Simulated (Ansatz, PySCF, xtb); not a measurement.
Stretching the Ga1–H2 bond in GaH3 (SMILES [GaH3]) (multiplicity 1 held, fragments rigid). Energies count from the point at 1.570 Å.
Geometry at that point (charge 0, multiplicity 1):
```xyz
4

Ga     0.000     0.000     0.000
H      1.566    -0.109    -0.021
H     -0.877    -1.302     0.006
H     -0.689     1.411     0.014
```

Restricted levels (R-, RO-) in cc, def2 and unpolarised 6-31G sets keep to the state of the molecule at rest. Unrestricted levels (U-) break spin symmetry where that is lower. Levels need not reach the same state.

Rows in LANL2DZ carry no dispersion term and start afresh at each structure. LANL2DZ brings its own core potentials from Na on.

Run with Ansatz (Gaussian orbitals); PySCF for LANL2DZ rows; xtb for the GFN methods. Each number belongs to the level named beside it. The GFN methods have no spin term and hold the electronic entropy of 300 K.

### Question
One of these levels gives 92.68 kcal/mol for the energy at R = 5.024 Å. Which?
(A) U-HF/LANL2DZ
(B) GFN2-xTB
(C) R-wB97X-V/cc-pVTZ
(D) U-B3LYP/cc-pVTZ

### Answer
B, GFN2-xTB. The others give 63.48 (U-HF/LANL2DZ), 83.24 (U-B3LYP/cc-pVTZ), 143.44 (R-wB97X-V/cc-pVTZ)

Doubts at one or more of the structures used: a spin-contaminated determinant (U-HF/LANL2DZ, U-B3LYP/cc-pVTZ); a restricted determinant that unrestricted orbitals would lower (R-wB97X-V/cc-pVTZ).

Ansatz is a quantum-chemistry and plane-wave program.
